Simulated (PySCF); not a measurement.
# `CC1=CC(SC)=NN=N1`, C$_{5}$H$_{7}$N$_{3}$S

Cartesian coordinates in Å; atom numbers follow the order of the lines, from 1:
```xyz
16

C     3.351   -0.483   -0.226
S     2.187   -0.018    1.083
C     0.691   -0.045    0.192
C    -0.526    0.257    0.808
C    -1.641    0.198   -0.016
C    -3.018    0.489    0.471
N    -1.502   -0.130   -1.307
N    -0.347   -0.394   -1.797
N     0.737   -0.364   -1.103
H     3.084   -1.463   -0.606
H     3.301    0.253   -1.021
H     4.336   -0.497    0.230
H    -0.584    0.517    1.853
H    -3.069    1.504    0.862
H    -3.723    0.380   -0.349
H    -3.284   -0.197    1.273
```

Method: GIAO PBE/pcSseg-1 magnetisability, rotational g tensor and spin-rotation constants, non-relativistic, gas phase (PySCF). Geometry: GFN2-xTB.

Q: Give the nuclear spin-rotation constants along the inertial axes (H = +C I·J) beside the isotropic shieldings.

A: Rotational constants 3.4985, 0.9046, 0.7253 GHz. A star marks the isotopologue with that one atom substituted, in its own axes.
| atom | isotope | Caa (kHz) | Cbb (kHz) | Ccc (kHz) | mean (kHz) | σ (ppm) |
| --- | --- | --- | --- | --- | --- | --- |
| N7 | 14N | 1.059 | 0.245 | 0.029 | 0.444 | -138.6 |
| N8 | 14N | 1.650 | 0.214 | 0.041 | 0.635 | -254.5 |
| N9 | 14N | 1.073 | 0.244 | 0.021 | 0.446 | -132.4 |
| H10 | 1H | -0.286 | -0.064 | -0.013 | -0.121 | 28.5 |
| H11 | 1H | -0.286 | -0.064 | -0.013 | -0.121 | 28.5 |
| H12 | 1H | 0.098 | -0.093 | -0.086 | -0.027 | 29.5 |
| H13 | 1H | -0.410 | 0.106 | -0.080 | -0.128 | 24.7 |
| H14 | 1H | -0.362 | -0.056 | -0.012 | -0.143 | 29.0 |
| H15 | 1H | -0.004 | -0.052 | -0.084 | -0.047 | 28.8 |
| H16 | 1H | -0.362 | -0.056 | -0.012 | -0.143 | 29.0 |
| C1 | 13C* | 0.578 | 0.125 | 0.105 | 0.269 | 162.9 |
| S2 | 33S* | 0.637 | 0.324 | 0.226 | 0.396 | 439.2 |
| C3 | 13C* | 1.650 | 0.439 | 0.120 | 0.736 | 16.1 |
| C4 | 13C* | 1.077 | 0.419 | 0.091 | 0.529 | 65.6 |
| C5 | 13C* | 1.511 | 0.440 | 0.097 | 0.682 | 30.9 |
| C6 | 13C* | 0.459 | 0.143 | 0.130 | 0.244 | 158.1 |

For the geometry as given, no vibrational averaging.
